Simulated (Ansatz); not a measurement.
Two isomers of C2H8InN: A = `C[CH2][InH][NH2]`, B = `[CH3][In]([CH3])[NH2]`.

Computed with Ansatz on PBE0-D4/def2-TZVP structures; ΔE is electronic, products minus reactants. CCSD(T)/CBS is the MP2 limit (def2-TZVPP, def2-QZVPP) plus CCSD(T) − MP2 in def2-TZVPP, frozen cores. DFT in def2-TZVPP. B3LYP here is the variant with VWN-RPA as its local correlation; programs differ in this. Elements past krypton have def2 core potentials. For In outer-core shells are correlated without core-valence functions, which leaves a few kJ/mol of doubt a bond. Each species was taken in one conformer, which may not be the lowest.

A:

Z-matrix (Å, degrees):
```
C
C 1 1.523
H 1 1.093 2 111.8
H 1 1.093 2 111.8 3 -119.9
H 1 1.095 2 111.7 3 120.0
In 2 2.157 1 113.4 3 60.0
H 2 1.094 1 111.0 3 -178.7
H 2 1.094 1 111.0 3 -61.3
N 6 2.017 2 112.8 1 -0.6
H 6 1.717 2 133.0 1 179.4
H 9 1.006 6 124.3 2 -0.1
H 9 1.006 6 124.7 2 179.9
```

B:

Z-matrix (Å, degrees):
```
C
In 1 2.149
H 1 1.091 2 110.4
H 1 1.092 2 110.4 3 -119.3
H 1 1.090 2 110.4 3 120.4
C 2 2.149 1 131.2 3 58.4
N 2 2.021 1 114.4 3 -121.6
H 6 1.091 2 110.8 1 -48.1
H 6 1.092 2 110.1 1 71.3
H 6 1.090 2 110.3 1 -168.9
H 7 1.006 2 124.6 1 -179.0
H 7 1.007 2 124.5 1 -1.7
```

Q: Which isomer does CCSD(T)/CBS put lower? Give the gap. (Best estimate.)

A: The calculation gave: B, by 39.4 kJ/mol.

Q: Give E(B) − E(A) in kJ/mol with B3LYP, CCSD/def2-TZVPP, MP2/def2-TZVPP, PBE0-D4, LDA (SPW92), BLYP-D4, CCSD(T)/def2-TZVPP. (An estimate is asked.)

A: Computed: B3LYP -38.1, CCSD/def2-TZVPP -38.3, MP2/def2-TZVPP -44.0, PBE0-D4 -34.0, LDA (SPW92) -27.7, BLYP-D4 -34.9, CCSD(T)/def2-TZVPP -39.1. None reverses the order clearly.

Q: Does the order hold for the free energy at 298.15 K (harmonic terms from PBE0-D4)? (Best estimate.)

A: Computed: Yes: G(B) − G(A) = -46.3 kJ/mol, for one conformer each. Modes under 60 cm⁻¹, often nearly free rotors, make the harmonic entropy too high.

Largest T1 diagnostic: 0.014.

Leaving LDA and LC-ωPBE aside and taking each functional with its dispersion term where it has one, the values, not all of them listed here, spread over 12.7 kJ/mol, from B2PLYP to B97M-V. LDA lies +8.7 kJ/mol from PBE without D4. The D4 term adds +3.2 kJ/mol with B3LYP and +1.6 kJ/mol with PBE0; it sums over pairs of atoms, weighted by their polarisabilities, and B3LYP, whose exchange is more repulsive, gets the larger term.
